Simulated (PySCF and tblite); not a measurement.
Results of a calculation; reference values are marked as such.
Barrier and rate of a rotation

System: C5H7ClO, numbered as in [CH3:1][O:2]/[CH:3]=[CH:4]\[CH:5]=[CH:6]\[Cl:7].

Motion: rotation about the C3–O2 bond (torsion C4–C3–O2–C1 from -180° to 0°, rising). The path came from a restrained scan, a climbing-image band and a saddle search at GFN2-xTB; energies are PBE0/pcSseg-1 + D3(BJ)//GFN2-xTB, thermal terms GFN2-xTB. Rate constants are transition-state-theory values, counting equivalent paths, without tunnelling. Run with tblite and PySCF.

```tsv
point	symmetry	E(GFN2) kcal/mol	E(DFT) kcal/mol	ZPE change kcal/mol	lowest mode cm⁻¹	dipole D
start	Cs	0.0	0.0	0.00	56	3.89
saddle	C1	5.9	4.5	-0.36	87i	2.05
end	Cs	1.7	2.7	0.49	81	1.40
```

```
Electronic barrier                                      : 4.5 kcal/mol
Barrier with zero-point energy                          : 4.1 kcal/mol
ΔH‡ (298 K)                                             : 3.7 kcal/mol
ΔS‡ (298 K, symmetry apart)                             : -3.2 cal/(mol K)
Paths                                                   : 2 equivalent paths
End point                                               : a different minimum
Mean lifetime of the start against this motion at 298 K : 190 ps
Cost                                                    : 49 s on 1 thread of Arm Neoverse V2, on a host shared with other jobs (rough), peak memory 0.75 GiB, launched as `OMP_NUM_THREADS=1 python ens_run.py task.json out`
```

| T/K | ΔG‡ kcal/mol | k s⁻¹ | ΔG kcal/mol | k back s⁻¹ |
| --- | --- | --- | --- | --- |
| 150 | 4.3 | 3.4×10⁶ | 3.2 | 1.8×10¹¹ |
| 200 | 4.4 | 1.3×10⁸ | 3.3 | 5.5×10¹¹ |
| 250 | 4.5 | 1.2×10⁹ | 3.4 | 1.1×10¹² |
| 298 | 4.6 | 5.3×10⁹ | 3.4 | 1.8×10¹² |
| 350 | 4.7 | 1.6×10¹⁰ | 3.5 | 2.5×10¹² |
| 400 | 4.8 | 3.7×10¹⁰ | 3.6 | 3.3×10¹² |
| 500 | 5.1 | 1.2×10¹¹ | 3.7 | 4.9×10¹² |

ΔG and ΔG‡ leave out symmetry numbers and mirror images; rates count paths: 2 out, 2 back.
